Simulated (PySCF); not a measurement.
## Computed spin Hamiltonian

Compound: C3H9Si (doublet state).
SMILES with atom numbers: `[CH3:1][Si:2]([CH3:3])[CH3:4]` (hydrogens: H5, H6, H7 on C1; H8, H9, H10 on C3; H11, H12, H13 on C4)

Method: UKS B3LYP, pcH-1 on C H Si, non-relativistic, mean-field spin-orbit, GIAO (PySCF). Geometry: GFN2-xTB; no solvent, vibrations or thermal averaging. Couplings are sensitive to structure, and on GFN2-xTB geometries they can be far from those on DFT ones, by a factor of two or more for some ions and for spin on atoms past the first row. Stability of the SCF solution: not tested.

```
g1, g2, g3                      : 2.00212, 2.00402, 2.00402
g_iso                           : 2.00339
Form of g                       : axial
⟨S²⟩                            : 0.7512 (exact 0.7500)
α and β electrons               : 21, 20
HOMO–LUMO gap, α and β orbitals : 6.11, 6.31 eV
```

Isotropic coupling and dipolar principal values T1 to T3, in 10⁻⁴ cm⁻¹ (1 × 10⁻⁴ cm⁻¹ = 2.998 MHz):

| atom | isotope | a_iso | of which spin–orbit | T1 | T2 | T3 | Mulliken spin population |
| --- | --- | --- | --- | --- | --- | --- | --- |
| C1 | 13C | 11.1 | 0.0 | -1.4 | -1.4 | 2.8 | 0.00 |
| Si2 | 29Si | -163.9 | 0.3 | -55.3 | 27.6 | 27.6 | 0.94 |
| C3 | 13C | 11.2 | 0.0 | -1.4 | -1.4 | 2.8 | 0.00 |
| C4 | 13C | 11.2 | 0.0 | -1.4 | -1.4 | 2.8 | 0.00 |
| H5 | 1H | 18.3 | 0.0 | -1.3 | 0.0 | 1.3 | 0.03 |
| H6 | 1H | 0.4 | 0.0 | -1.5 | -0.8 | 2.3 | 0.00 |
| H7 | 1H | 0.4 | 0.0 | -1.5 | -0.8 | 2.3 | 0.00 |
| H8 | 1H | 18.3 | 0.0 | -1.3 | 0.0 | 1.3 | 0.03 |
| H9 | 1H | 0.4 | 0.0 | -1.5 | -0.8 | 2.3 | 0.00 |
| H10 | 1H | 0.5 | 0.0 | -1.5 | -0.8 | 2.3 | 0.00 |
| H11 | 1H | 18.3 | 0.0 | -1.3 | 0.0 | 1.3 | 0.03 |
| H12 | 1H | 0.4 | 0.0 | -1.5 | -0.8 | 2.3 | 0.00 |
| H13 | 1H | 0.4 | 0.0 | -1.5 | -0.8 | 2.3 | 0.00 |

The largest Mulliken spin population is on Si2 (+0.94). The angles at Si2 add up to 330.7°, so it is pyramidal.

Under fast tumbling the dipolar parts average out, and these isotropic splittings remain: 9 × 1H (H5 (×9), I = 1/2, 10 lines) with 0.68 mT.

Class means assume fast exchange of nuclei equivalent by connectivity; if that motion is slow, each nucleus keeps its own coupling. The nine 1H nuclei of mean +19.2 MHz run from 1.2 to 54.9 MHz in the frozen geometry.

The 13C coupling of C1/C3/C4 (mean 33.4 MHz) shows only in satellite lines or after enrichment, since that isotope makes up about 1.07 % of natural carbon.

The 29Si coupling of Si2 (-491.4 MHz) shows only in satellite lines or after enrichment, since that isotope makes up about 4.7 % of natural silicon.
